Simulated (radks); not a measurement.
Species: Pm3+. Configuration: [Xe] 4f3 5d1 (not the ground configuration). Calculated with a radial shooting solver on a logarithmic mesh with Libxc functionals: scalar-relativistic Kohn-Sham, r2SCAN, spin-unpolarised, spherical densities, finite nucleus; meta-GGA in the generalised Kohn-Sham scheme; Fermi nuclear charge, rms radius 4.962 fm.

Local quantities along the radius. ELF = 1/(1 + alpha^2) is the electron localisation function; alpha = (tau - tau_W)/tau_unif compares the Pauli kinetic energy density with that of the uniform gas. tau is taken from the large components.

r (bohr),ELF,alpha
0.001271,0.999,0.02435
0.001695,0.999,0.02549
0.002261,0.999,0.02764
0.003015,0.999,0.03127
0.003989,0.999,0.03711
0.005321,0.998,0.04724
0.007097,0.996,0.06540
0.009465,0.990,0.1006
0.01262,0.970,0.1754
0.01684,0.891,0.3497
0.02246,0.641,0.7480
0.02995,0.361,1.331
0.03995,0.368,1.310
0.05328,0.616,0.7893
0.07107,0.746,0.5829
0.09403,0.599,0.8183
0.1254,0.338,1.400
0.1673,0.527,0.9472
0.2231,0.751,0.5756
0.2976,0.517,0.9669
0.3969,0.221,1.875
0.5293,0.687,0.6757
0.706,0.675,0.6942
0.9416,0.306,1.507
1.256,0.457,1.091
1.662,0.717,0.6283
2.216,0.493,1.014
2.956,0.073,3.567
3.943,0.004,15.75
5.259,0.000,76.16
7.014,0.000,709.2

On this mesh the ELF has minima near r = 0.035, 0.13, 0.40, 1.1 bohr, which separate the shells, and maxima near 0.071 (0.75), 0.22 (0.75), 0.61 (0.75), 1.7 (0.72).
